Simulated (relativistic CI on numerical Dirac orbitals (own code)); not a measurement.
# Hyperfine structure of Xe VII, mass number 129

Calculated at this level of theory: Dirac-Coulomb-Breit CI, orbitals from a KLI potential per configuration, model QED (radiative potential, 1s self-energy scaled to tabulated hydrogen-like ionisation energies), unscaled Slater integrals (own radial code, finite nucleus).

CI space (outside the closed core [Kr]): 4d¹⁰5s², 4d¹⁰5s5p, 4d¹⁰5p², 4d¹⁰5s5d, 4d¹⁰4f², 4d¹⁰5d², 4d¹⁰5s4f, 4d¹⁰5s5f, 4d¹⁰4f5p, 4d¹⁰5p5d, 4d¹⁰5s5g, 4d¹⁰5s6s, 4d¹⁰5s6p, 4d⁹5s²4f, 4d¹⁰4f5d, 4d¹⁰5f². Levels of other configurations are missing.

Nuclear spin I = 1/2, μ = -0.77796 μN (tables of Stone and Pyykkö). The electronic factors are computed for point nuclear moments, without core polarisation or the Bohr-Weisskopf and QED corrections.

| Level | E (cm⁻¹) | A (MHz) |
| --- | --- | --- |
| 4d¹⁰5s5p ³P°1 | 94603.8 | -35190 |
| 4d¹⁰5s5p ³P°2 | 107347.7 | -21150 |
| 4d¹⁰5s5p ¹P°1 | 141413.8 | 3367 |
| 4d¹⁰5p² ¹D2 | 230611.5 | -6282 |
| 4d¹⁰5p² ³P1 | 231531.3 | 1226 |
| 4d¹⁰5p² ³P2 | 246683.8 | -2741 |
| 4d¹⁰5s4f ³F°2 | 272792.7 | 11950 |
| 4d¹⁰5s4f ³F°3 | 272905.4 | -3683 |

Levels with J = 0, under 50 % of one LS term, or S terms without an open s electron are left out. Small factors come from cancelling terms and can be off by tens of per cent or more.

At this charge configurations can still be misplaced by up to about 7 % of their energy. Levels and lines within the n = 5 or 6 shells can be off by up to 10 % or somewhat more, and those that change n by about 2 %, since core polarisation is missing. 32 of the 47 excited levels that our extract of the measured tables holds in this range could be paired (the sources list more); they are missed by 5008 cm⁻¹ on average and 10470 at most, and levels without a partner can miss by more.

(1) Give the hyperfine levels of 4d¹⁰5s5p ³P°1 relative to its centre of gravity.

Answers

(1) With K = F(F + 1) − I(I + 1) − J(J + 1), E = AK/2: F = 1/2: 35190, F = 3/2: -17590 MHz.

LS names give the leading component of a level, which can be under half, so a name can repeat, a term be missing and a line seem to break the LS rules.
